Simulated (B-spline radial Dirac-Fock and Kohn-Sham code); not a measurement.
# Dipole and non-dipole photoemission parameters of Nb⁴⁺ 2p1/2

System: Nb⁴⁺, configuration 1s2 2s2 2p6 3s2 3p6 3d10 4s2 4p6 4d1; threshold 2517.8 eV (orbital energy of the model). Model: Dirac-Hartree-Slater photoionisation with a Latter tail; cross sections with all multipoles, angular parameters from the dipole term and its interference with E2. Program: a B-spline atomic structure program.

Input of the calculation (task.json; shells as n, l, electrons):

```json
{"items": [{
  "Z": 41,
  "q": 4,
  "cfg": [[1, 0, 2], [2, 0, 2], [2, 1, 6], [3, 0, 2], [3, 1, 6], [3, 2, 10], [4, 0, 2], [4, 1, 6], [4, 2, 1]],
  "A": 93,
  "rrms": 4.324,
  "do": "xps",
  "hv": [60, 75.1, 79.4, 80.9, 124.0, 157.0, 294.0, 300, 319.0, 409.0, 419.0, 449.0, 502.0, 1320.0, 2000, 2480.0, 2770.0, 2940.0, 2984.4, 4000, 4650.0, 5414.7, 5440.0, 5660.0, 8047.8, 9410.0, 11400.0, 13400.0, 13600.0, 15000]
}]}
```

Command: `python xray2_run.py task.json out`

```csv
hν (eV),σ (kb),β,γ,δ
2770,86.5,1.223,-0.220,0.005
2940,74.0,1.316,-0.141,0.012
2984.4,71.2,1.332,-0.120,0.013
4000,32.5,1.440,0.322,0.034
4650,21.3,1.433,0.534,0.043
5414.7,13.8,1.407,0.739,0.053
5440,13.6,1.406,0.745,0.053
5660,12.2,1.397,0.797,0.056
8047.8,4.27,1.290,1.225,0.089
9410,?,?,?,?
11400,1.45,1.151,1.605,0.136
13400,0.869,1.080,1.762,0.164
13600,0.828,1.073,1.776,0.167
15000,0.604,1.028,1.865,0.187
```

Problem. Give the values at 9410 eV.

Solution. σ = 2.64 kb, β = 1.231, γ = 1.400, δ = 0.108.
